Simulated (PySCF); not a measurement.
## Electronic absorption of C3H2Cl3F3

Compound: C3H2Cl3F3.
InChI=1S/C3H2Cl3F3/c4-1(2(5)6)3(7,8)9/h1-2H/t1-/m0/s1

Method used: TDDFT B3LYP/def2-SVPD, vertical, gas phase, core orbitals frozen in the response in PySCF 2.14.0, density-fitted response routines. Geometry: PBE0-D3(BJ)/def2-SVP, one conformer, isolated molecule. Torsions of this conformer, `[F:1][C:2]([F:3])([F:4])[C@@H:5]([Cl:6])[CH:7]([Cl:8])[Cl:9]`: F1–C2–C5–Cl6 -175°, C2–C5–C7–Cl8 -67°.

Predict the UV-vis stick spectrum at this level.

| state | E (eV) | λ (nm) | f | main configurations (H = HOMO, L = LUMO) |
| --- | --- | --- | --- | --- |
| S1 | 6.65 | 186.4 | 0.0006 | H-1→L (75%), H-2→L (17%) |
| S2 | 6.70 | 185.1 | 0.015 | H→L (83%), H-2→L (12%) |
| S3 | 6.77 | 183.0 | 0.0084 | H-2→L (65%), H-1→L (20%), H→L (8%) |
| S4 | 6.93 | 178.8 | 0.0006 | H-3→L (95%) |
| S5 | 7.21 | 171.8 | 0.0001 | H-4→L (79%), H-2→L+1 (10%) |
| S6 | 7.44 | 166.7 | 0.0080 | H-5→L (46%), H→L+1 (31%) |

The lowest singlet lies at 6.65 eV (186 nm, vacuum ultraviolet) and is very weak; its leading configuration is HOMO-1→LUMO (75%). The strongest level in the table is S2 at 6.70 eV (185 nm, f = 0.015). Löwdin shares by element: HOMO chlorine 92%; LUMO chlorine 63%, carbon 19% or more (atoms not listed hold the other 18%). The listed states span 0.78 eV, and the widest gap between neighbours is 0.28 eV (S4 to S5). Orbital energies (eV): HOMO-3 -9.23, HOMO-2 -9.06, HOMO-1 -9.01, HOMO -8.95, LUMO -1.17, LUMO+1 -0.35, LUMO+2 -0.07. The oscillator strengths of these states sum to 0.033; summed over the whole spectrum of an exact calculation they would give the number of electrons, 98 (Thomas–Reiche–Kuhn). The window holds the lowest 6 singlets.

Cost: about 1.9 min of CPU time on one thread; the machine was shared, so the figure is rough.
